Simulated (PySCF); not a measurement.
C₇H₇O₂ (charge -1).
SMILES: `CC#C/C(=C\C)C(=O)[O-]`

The closed-shell SCF was solved with PySCF and density fitting under several settings on one GFN2-xTB geometry (grid level 2 and gas phase unless stated).

```json
{"settings": "PBE0/pcSseg-1", "basis functions": "188", "SCF cycles": "15", "E (Eh)": "-420.8623", "HOMO (eV)": "-1.33", "LUMO (eV)": "3.49"}
{"settings": "PBE0/6-311G**, IEF-PCM acetone", "basis functions": "204", "SCF cycles": "14", "E (Eh)": "-421.1065", "HOMO (eV)": "-5.95", "LUMO (eV)": "-0.11"}
{"settings": "CAM-B3LYP/MINI", "basis functions": "52", "SCF cycles": "17", "E (Eh)": "-417.8548", "HOMO (eV)": "-1.93", "LUMO (eV)": "3.45"}
{"settings": "CAM-B3LYP/6-31G-J, grid level 4, fitting basis def2-qzvpp-jkfit", "basis functions": "136", "SCF cycles": "12", "E (Eh)": "-421.1285", "HOMO (eV)": "-2.34", "LUMO (eV)": "5.04"}
```

**Question.** Estimate the row for these settings: WP04/pcSseg-1.

**Answer.** 
```tsv
settings	basis functions	SCF cycles	E (Eh)	HOMO (eV)	LUMO (eV)
WP04/pcSseg-1	188	18	-430.9622	-2.36	1.44
```

**Question.** Over all rows, what range does the HOMO–LUMO gap span?

**Answer.** From 3.80 eV (WP04/pcSseg-1) to 7.38 eV (CAM-B3LYP/6-31G-J, grid level 4, fitting basis def2-qzvpp-jkfit). The functional of the narrowest has 12 % exact exchange, that of the widest range-separated exact exchange.

**Question.** Compare two rows with the functional CAM-B3LYP: CAM-B3LYP/6-31G-J, grid level 4, fitting basis def2-qzvpp-jkfit and CAM-B3LYP/MINI. Which energy is lower, and by how much?

**Answer.** CAM-B3LYP/6-31G-J, grid level 4, fitting basis def2-qzvpp-jkfit (136 functions) lies 3.2737 Eh or 2054 kcal/mol below CAM-B3LYP/MINI (52 functions).

Cycle counts include a coarse-grid stage where the run had one. All basis functions are spherical, in the Pople sets too. WP04 was designed for NMR shieldings or shifts; total energies of different functionals aren't comparable. The species at its GFN2-xTB geometry.

The values belong to the conformer `[CH3:1][C:2]#[C:3]/[C:4](=[CH:5]\[CH3:6])[C:7](=[O:8])[O-:9]`: C3–C4–C7–O8 177°.
